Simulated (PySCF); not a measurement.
LDA on Mo⁻ (molybdenum, charge -1), [Kr] 4d5 5s2, high-spin 6S determinant. Computed with PySCF 2.14 in def2-QZVPPD with the def2 core potential (28 electrons) (7s5p4d3f2g, 81 functions), with a scalar-relativistic core potential.

```
cycle= 1 E= -67.9735948482243  delta_E= -0.0171  |g|= 0.0982  |ddm|= 2.64
cycle= 2 E= -67.9660786924735  delta_E= 0.00752  |g|= 0.149  |ddm|= 0.43
cycle= 3 E= -67.977716422963  delta_E= -0.0116  |g|= 0.0112  |ddm|= 0.344
cycle= 4 E= -67.9778280361868  delta_E= -0.000112  |g|= 0.000859  |ddm|= 0.0704
cycle= 5 E= -67.9778287476443  delta_E= -7.11e-07  |g|= 5.12e-05  |ddm|= 0.00382
cycle= 6 E= -67.9778287522328  delta_E= -4.59e-09  |g|= 6.39e-07  |ddm|= 0.000572
cycle= 7 E= -67.9778287522336  delta_E= -7.96e-13  |g|= 4.95e-08  |ddm|= 1.24e-05
converged SCF energy = -67.9778287522336  <S^2> = 8.7994887  2S+1 = 6.0164736
```

Highest occupied orbital energy: 1.253 eV; ⟨L²⟩ = 0.00; populations by l: s 4.00, p 6.00, d 5.00, f 0.00.

Task: Can this result be used?

Result: With care. The calculation finished and met its thresholds. Energies and moments cover only the electrons outside the core potential. At LDA the highest occupied level has a positive energy, so only the finite basis holds that electron; in a semilocal or global hybrid functional this comes from self-interaction and does not mean that the real anion is unbound.
